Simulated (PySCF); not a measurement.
## UHF on C²⁺ (carbon, charge +2)

Configuration: [He] 2s2, closed-shell 1S. Computed with PySCF 2.14 in cc-pVDZ-DK (3s2p1d, 14 functions), with the spin-free X2C one-electron Hamiltonian (Gaussian nucleus).

- Total energy: -36.415882 hartree
- One-electron energy: -44.0846 hartree
- Hartree (Coulomb) energy: 11.9676 hartree
- Exchange energy: -4.2990 hartree
- ⟨S²⟩: 0.0000
- ⟨L²⟩: 0.000
- Sum of ⟨r⟩: 3.307 bohr
- Sum of ⟨r²⟩: 4.733 bohr²
- Langevin diamagnetic susceptibility: -3.75 ×10⁻⁶ cm³/mol
- Time after the integrals: 0.03 s of wall time on 1 thread of Intel(R) Xeon(R) CPU @ 2.60GHz (shared host)

| shell | electrons | mean orbital energy (eV) | rms radius, mean of both spins (bohr) |
| --- | --- | --- | --- |
| 1s | 2 | -345.02 | 0.310 |
| 2s | 2 | -46.103 | 1.51 |
